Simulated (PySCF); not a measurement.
# One molecule, several mistakes: BGeH5N2

Calculated results; nothing here was measured. The program is PySCF 2.14.0, an open-source quantum chemistry code, run on an isolated molecule that a program drew, which may never have been made. The molecule is BGeH5N2 (charge 0, singlet), drawn as the SMILES string `[BH2][Ge](=[NH])[NH2]`.

Each row is a Hartree-Fock (HF) and frozen-core CCSD(T) single point in the cc-pVDZ basis, meant for a local HF minimum. Run 1 is clean. Each other run has one planted mistake out of seven kinds, and not every kind appears here: one electron removed, one electron added, multiplicity raised by two, geometry at a saddle point, minimal basis STO-3G, one bond length entered in bohr, all coordinates scaled. The reference is restricted for singlets and unrestricted otherwise, and also for a bond in bohr. Adding or removing an electron swaps singlet and doublet. Electrons count all cores. HOMO and LUMO are orbital energies over both spins, the gradient is its largest component, and the lowest frequency (negative if imaginary) is given only where the gradient is small. Bond lengths are over the 8 bonds as drawn. T1 is the CCSD diagnostic: over 0.02 (restricted) or 0.045 (unrestricted) a single reference is doubtful. Germanium has the cc-pVDZ-PP basis, with a core potential (ECP10MDF) in place of its 10 inner electrons, and its 3s, 3p and 3d shells are frozen in CCSD(T).

Geometry of the clean run:
```xyz
9
BGeH5N2, angstrom
B    -1.7586    0.6365   -1.5993
Ge   -1.1050   -0.6538   -0.0995
N    -0.7142   -2.2956   -0.1006
N    -0.9908    0.2006    1.4815
H    -2.4404    0.2261   -2.4906
H    -1.4387    1.7895   -1.5848
H    -0.8910   -2.7247   -0.9983
H    -0.7914    1.1821    1.5104
H    -0.5579   -0.2876    2.2440
```

```
run,electrons,basis functions,<S^2>,HOMO (eV),LUMO (eV),gradient (hartree/bohr),lowest frequency (cm^-1),mean bond (Å),longest bond (Å),T1,HF (hartree),CCSD(T) (hartree),mistake
1,56,90,0.000,-8.98,0.42,1.9e-05,62,1.3725,2.084,0.0229,-429.80158,-430.37660,no fault
2,56,90,2.016,-6.36,-0.13,1.6e-01,-,1.3725,2.084,0.0301,-429.76005,-430.29601,multiplicity raised by two
3,56,90,1.169,-7.87,0.28,2.8e-02,-,1.4841,2.084,0.0820,-429.66157,-430.22947,one bond length entered in bohr
4,55,90,0.767,-16.52,-6.12,1.2e-01,-,1.3725,2.084,0.0281,-429.55266,-430.07352,one electron removed
5,56,90,0.000,-9.38,0.66,1.5e-01,-,1.2380,1.879,0.0188,-429.68623,-430.23522,?
6,57,90,0.774,-1.39,7.49,5.3e-02,-,1.3725,2.084,0.0176,-429.81735,-430.40158,?
```

**Which mistake was planted in run 5, and what did it cost?**

The mean and the longest bond both change by the same factor, 0.902, and the gradient is no longer small. So the mistake is: all coordinates scaled. Subtracting run 1 and multiplying by 627.51 kcal/mol a hartree, the energy moved by 72.4 kcal/mol in HF and 88.7 kcal/mol in CCSD(T).

**Which mistake was planted in run 6, and what did it cost?**

It counts 57 electrons, one more than the clean run, at the same geometry and basis. So the mistake is: one electron added. Subtracting run 1 and multiplying by 627.51 kcal/mol a hartree, the energy moved by -9.9 kcal/mol in HF and -15.7 kcal/mol in CCSD(T).

Cautions from the logs. Run 1: T1 is over the limit, so its CCSD(T) energy is less reliable; run 3: T1 is over the limit, so its CCSD(T) energy is less reliable.
